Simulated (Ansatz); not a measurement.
Species: PbI$_{2}$, charge 0, multiplicity 1. SMILES: [I][Pb][I]
Structure (B3LYP-D3(BJ)/def2-TZVP (Ansatz, an electronic-structure program) minimum search):
```
Pb
I 1 2.8372
I 1 2.8372 2 101.23
```
Charge 0, spin multiplicity 1.

Wanted: vertical electron affinity (to the doublet state of charge -1; a negative value means that the extra electron is unbound and the number depends on the basis; each state is the SCF solution reached for its spin), in eV. Correlated levels leave the core frozen unless marked. Open shells are spin-unrestricted. Spin-orbit coupling is left out. Frozen are the shells of the preceding noble gas and the d and f shells that filled before the atom's block. In def2 rows, elements after Kr have scalar-relativistic effective core potentials. Anions need diffuse functions: def2-D sets add few. Basis-set limits of correlation are two-point, X^-3; Hartree-Fock from the larger set. [CCSD(T)-MP2]/basis is that difference in the basis named.

| level | program | vertical electron affinity (eV) |
|---|---|---|
| HF/def2-TZVPPD | Ansatz | 1.56 |
| wB97X-V/def2-TZVPD | Ansatz | 1.86 |
| wB97X/def2-TZVPD | Ansatz | 1.81 |
| MP2/def2-SVPD | Ansatz | 1.66 |
| MP2/def2-TZVPPD | Ansatz | 1.71 |
| RI-MP2/CBS(def2-TZVPPD,def2-QZVPPD)+[CCSD(T)-MP2]/def2-TZVPPD | Ansatz | 1.81 |
